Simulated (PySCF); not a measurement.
**Orbital levels and atomic charges**

System: C38H18N2 (carbon nanobelt), SMILES c1cc2c3ccc4c2ccc2c5ccc6c(ccc7c6cnc6c8ccc9c1c3ccc9c8ccc76)c5cnc42.

Cartesian coordinates (Å):
```
  1 C     2.3894   -2.5354   -1.7973
  2 C     3.1927   -1.4426   -1.7844
  3 C     3.3210   -0.6756   -0.5905
  4 C     3.0742   -1.3385    0.6294
  5 C     3.3166   -0.6206    1.8355
  6 C     3.2897    0.7360    1.8261
  7 C     3.0489    1.4213    0.6057
  8 C     3.3099    0.7526   -0.6057
  9 C     3.1839    1.5068   -1.8092
 10 C     2.4018    2.6168   -1.8428
 11 C     1.6993    3.0095   -0.6686
 12 C     0.3320    3.4182   -0.6652
 13 C    -0.4504    3.4453   -1.8537
 14 C    -1.7344    3.0058   -1.8195
 15 C    -2.2940    2.5326   -0.5988
 16 C    -1.7034    2.9629    0.6060
 17 C    -2.3321    2.5814    1.8249
 18 C    -3.1445    1.4945    1.8608
 19 C    -3.3571    0.7385    0.6741
 20 C    -3.1528    1.3933   -0.5595
 21 C    -3.4712    0.6290   -1.7232
 22 N    -3.4266   -0.6614   -1.7266
 23 C    -3.1419   -1.3069   -0.5683
 24 C    -2.2965   -2.4539   -0.6122
 25 C    -1.7102   -2.8754   -1.8352
 26 C    -0.4277   -3.3192   -1.8432
 27 C     0.3243   -3.3287   -0.6333
 28 C     1.6924   -2.9142   -0.6136
 29 C     2.2477   -2.5049    0.6148
 30 C     1.6606   -3.0309    1.8008
 31 C     0.3747   -3.4622    1.7834
 32 C    -0.3870   -3.3623    0.5840
 33 C    -1.7446   -2.9180    0.5965
 34 C    -2.4289   -2.5765    1.8002
 35 C    -3.2376   -1.4862    1.8423
 36 C    -3.3915   -0.6880    0.6735
 37 C    -0.3533    3.4247    0.5687
 38 C     0.4754    3.4849    1.7307
 39 N     1.6883    3.0416    1.7303
 40 C     2.2143    2.5763    0.5698
 41 H     2.1974   -3.0557   -2.7228
 42 H     3.6410   -1.0889   -2.6997
 43 H     3.3913   -1.1540    2.7699
 44 H     3.3170    1.3087    2.7394
 45 H     3.6237    1.1346   -2.7217
 46 H     2.2176    3.1246   -2.7777
 47 H     0.0157    3.6910   -2.7952
 48 H    -2.2929    2.9028   -2.7373
 49 H    -2.0671    3.0896    2.7388
 50 H    -3.5278    1.1320    2.8015
 51 H    -3.6706    1.1034   -2.6750
 52 H    -2.2549   -2.7063   -2.7507
 53 H     0.0625   -3.5352   -2.7796
 54 H     2.2016   -2.9856    2.7330
 55 H    -0.1081   -3.7611    2.7006
 56 H    -2.2200   -3.1245    2.7059
 57 H    -3.6678   -1.1624    2.7782
 58 H     0.0899    3.8167    2.6856
```

Method: BHandHLYP/6-31G*, gas phase, PySCF, fitting set def2-universal-JFIT up to Ne and JKFIT beyond, grid level 1.

(1) Give the orbital energies near the gap.

(2) Give the partial charges of the non-hydrogen atoms.

Answers

(1) 
| orbital | eV |
| --- | --- |
| HOMO-4 | -7.30 |
| HOMO-3 | -7.10 |
| HOMO-2 | -6.80 |
| HOMO-1 | -6.46 |
| HOMO | -5.56 |
| LUMO | -1.11 |
| LUMO+1 | -0.23 |
| LUMO+2 | -0.06 |
| LUMO+3 | 0.22 |

(2) 
```json
{"atom": "C1", "Mulliken": "-0.20", "IAO": "-0.14", "Hirshfeld": "-0.05"}
{"atom": "C2", "Mulliken": "-0.19", "IAO": "-0.14", "Hirshfeld": "-0.05"}
{"atom": "C3", "Mulliken": "0.03", "IAO": "0.00", "Hirshfeld": "0.00"}
{"atom": "C4", "Mulliken": "0.04", "IAO": "0.00", "Hirshfeld": "0.00"}
{"atom": "C5", "Mulliken": "-0.19", "IAO": "-0.14", "Hirshfeld": "-0.05"}
{"atom": "C6", "Mulliken": "-0.17", "IAO": "-0.13", "Hirshfeld": "-0.04"}
{"atom": "C7", "Mulliken": "0.04", "IAO": "-0.01", "Hirshfeld": "0.00"}
{"atom": "C8", "Mulliken": "0.02", "IAO": "0.00", "Hirshfeld": "0.00"}
{"atom": "C9", "Mulliken": "-0.19", "IAO": "-0.14", "Hirshfeld": "-0.05"}
{"atom": "C10", "Mulliken": "-0.21", "IAO": "-0.14", "Hirshfeld": "-0.05"}
{"atom": "C11", "Mulliken": "0.04", "IAO": "-0.03", "Hirshfeld": "-0.01"}
{"atom": "C12", "Mulliken": "0.06", "IAO": "0.02", "Hirshfeld": "0.01"}
{"atom": "C13", "Mulliken": "-0.18", "IAO": "-0.14", "Hirshfeld": "-0.04"}
{"atom": "C14", "Mulliken": "-0.19", "IAO": "-0.13", "Hirshfeld": "-0.04"}
{"atom": "C15", "Mulliken": "0.03", "IAO": "0.00", "Hirshfeld": "0.00"}
{"atom": "C16", "Mulliken": "0.03", "IAO": "0.00", "Hirshfeld": "0.00"}
{"atom": "C17", "Mulliken": "-0.19", "IAO": "-0.13", "Hirshfeld": "-0.04"}
{"atom": "C18", "Mulliken": "-0.18", "IAO": "-0.14", "Hirshfeld": "-0.04"}
{"atom": "C19", "Mulliken": "0.06", "IAO": "0.02", "Hirshfeld": "0.01"}
{"atom": "C20", "Mulliken": "-0.01", "IAO": "-0.05", "Hirshfeld": "-0.01"}
{"atom": "C21", "Mulliken": "-0.01", "IAO": "0.03", "Hirshfeld": "0.04"}
{"atom": "N22", "Mulliken": "-0.44", "IAO": "-0.29", "Hirshfeld": "-0.17"}
{"atom": "C23", "Mulliken": "0.17", "IAO": "0.13", "Hirshfeld": "0.05"}
{"atom": "C24", "Mulliken": "0.03", "IAO": "-0.01", "Hirshfeld": "0.00"}
{"atom": "C25", "Mulliken": "-0.18", "IAO": "-0.13", "Hirshfeld": "-0.04"}
{"atom": "C26", "Mulliken": "-0.19", "IAO": "-0.14", "Hirshfeld": "-0.05"}
{"atom": "C27", "Mulliken": "0.04", "IAO": "0.00", "Hirshfeld": "0.00"}
{"atom": "C28", "Mulliken": "0.03", "IAO": "0.00", "Hirshfeld": "0.00"}
{"atom": "C29", "Mulliken": "0.03", "IAO": "0.00", "Hirshfeld": "0.00"}
{"atom": "C30", "Mulliken": "-0.20", "IAO": "-0.14", "Hirshfeld": "-0.05"}
{"atom": "C31", "Mulliken": "-0.19", "IAO": "-0.14", "Hirshfeld": "-0.05"}
{"atom": "C32", "Mulliken": "0.03", "IAO": "0.00", "Hirshfeld": "0.00"}
{"atom": "C33", "Mulliken": "0.02", "IAO": "0.00", "Hirshfeld": "0.00"}
{"atom": "C34", "Mulliken": "-0.19", "IAO": "-0.14", "Hirshfeld": "-0.05"}
{"atom": "C35", "Mulliken": "-0.20", "IAO": "-0.14", "Hirshfeld": "-0.05"}
{"atom": "C36", "Mulliken": "0.04", "IAO": "-0.03", "Hirshfeld": "-0.01"}
{"atom": "C37", "Mulliken": "-0.01", "IAO": "-0.05", "Hirshfeld": "-0.01"}
{"atom": "C38", "Mulliken": "-0.01", "IAO": "0.03", "Hirshfeld": "0.04"}
{"atom": "N39", "Mulliken": "-0.44", "IAO": "-0.29", "Hirshfeld": "-0.17"}
{"atom": "C40", "Mulliken": "0.17", "IAO": "0.13", "Hirshfeld": "0.05"}
```
